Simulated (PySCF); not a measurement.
# How methods differ on the interval between two levels of Br⁺

Br⁺ [Ar] 3d10 4s2 4p4 [3P2, M_J = 2] → Br⁺ [Ar] 3d10 4s1 4p5 [3P2, M_J = 2], as a difference of total energies. All numbers are calculated (PySCF 2.14, the two-component X2C-1e Hamiltonian, in x2c-SVPall-2c with one added diffuse shell each of s, p, d type (6s7p4d, 47 functions)). Correlated levels: [Ne] frozen. "Screened" scales the spin-orbit matrix elements by Boettger's factors to mimic the two-electron term; Breit and QED terms are absent.

Question: Order these methods by the interval between two levels they give, lowest first.
A. GHF (screened spin-orbit)
B. GHF (spin-free)
C. GMP2 (screened spin-orbit)
D. GMP2 (spin-free)

Answer: D (105560 cm⁻¹), C (105850 cm⁻¹), B (114400 cm⁻¹), A (114770 cm⁻¹).

The spin-free rows relax to the high-spin LS determinant and lack the spin-orbit shift.

Errors of the correlated levels include the incompleteness of this basis and the frozen core.

The labels give the starting determinants; with spin-orbit coupling the two ends relaxed to ⟨J²⟩ = 6.01, ⟨L²⟩ = 2.11, ⟨S²⟩ = 1.95 and ⟨J²⟩ = 6.02, ⟨L²⟩ = 2.01, ⟨S²⟩ = 2.02.

For comparison: 96433 cm⁻¹ (measured; NIST Handbook of Basic Atomic Spectroscopic Data (Sansonetti and Martin, J. Phys. Chem. Ref. Data 34, 1559 (2005))).
